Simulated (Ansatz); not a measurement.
Reaction (formal exchange of groups at the Si–Si bond): `O[SiH]([SiH3])[GeH3]` + `CC=C=N` → `CC([SiH3])=C=N` + `O[SiH2][GeH3]`

Computed with Ansatz on PBE0-D4/def2-TZVP structures; ΔE is electronic, products minus reactants. CBS: MP2 limit from def2 TZ/QZ plus the TZ coupled-cluster correction, frozen cores. DFT in def2-TZVPP. For Ge outer-core shells are correlated without core-valence functions, which leaves a few kJ/mol of doubt a bond. Scalar relativity is left out up to krypton. Each species was taken in one conformer, which may not be the lowest.

`O[SiH]([SiH3])[GeH3]`:

Z-matrix (Å, degrees):
```
Si
Si 1 2.338
Ge 1 2.389 2 110.7
O 1 1.658 2 107.0 3 122.2
H 1 1.495 2 109.5 3 -117.5
H 2 1.489 1 108.1 3 58.6
H 2 1.487 1 110.4 3 -60.2
H 2 1.487 1 111.6 3 178.3
H 3 1.542 1 110.8 2 173.4
H 3 1.539 1 110.4 2 -67.2
H 3 1.539 1 111.6 2 53.3
H 4 0.959 1 117.4 2 179.9
```

`CC=C=N`:

```xyz
9

C     1.191    0.438    0.285
C    -0.225    0.039    0.574
C    -1.099   -0.269   -0.346
N    -1.943   -0.436   -1.213
H     1.900   -0.257    0.744
H     1.384    0.456   -0.788
H     1.404    1.434    0.681
H    -0.564   -0.010    1.604
H    -2.049   -1.395   -1.541
```

`CC([SiH3])=C=N`:

```xyz
12

C    -0.329   -0.675    1.423
C     0.079   -0.161    0.064
Si   -0.240    1.599   -0.428
C     0.666   -0.922   -0.822
N     1.324   -1.576   -1.613
H    -1.409   -0.588    1.568
H    -0.052   -1.722    1.557
H     0.154   -0.096    2.216
H    -1.698    1.898   -0.361
H     0.252    1.829   -1.810
H     0.448    2.528    0.512
H     0.806   -2.113   -2.305
```

`O[SiH2][GeH3]`:

Z-matrix (Å, degrees):
```
Si
Ge 1 2.375
O 1 1.653 2 106.7
H 1 1.492 2 110.4 3 121.0
H 1 1.492 2 110.4 3 -121.0
H 2 1.539 1 109.5 3 -180.0
H 2 1.537 1 111.1 3 60.5
H 2 1.537 1 111.1 3 -60.5
H 3 0.958 1 117.7 2 179.9
```

CCSD(T)/CBS gives -0.19 eV.

(1) Another level gave -0.09 eV. Which?
A. PBE0-D4/def2-TZVPP
B. ωB97X-V/def2-TZVPP
C. MP2/def2-TZVPP
D. PBE/def2-TZVPP

Largest T1 diagnostic among the species: 0.014.

## Answers

(1) A. PBE0-D4 -0.09, ωB97X-V -0.17, MP2/def2-TZVPP -0.31, PBE -0.05 eV.

From PBE to PBE0 (25 % exact exchange), in def2-TZVPP and without D4, ΔE moves by −0.04 eV.
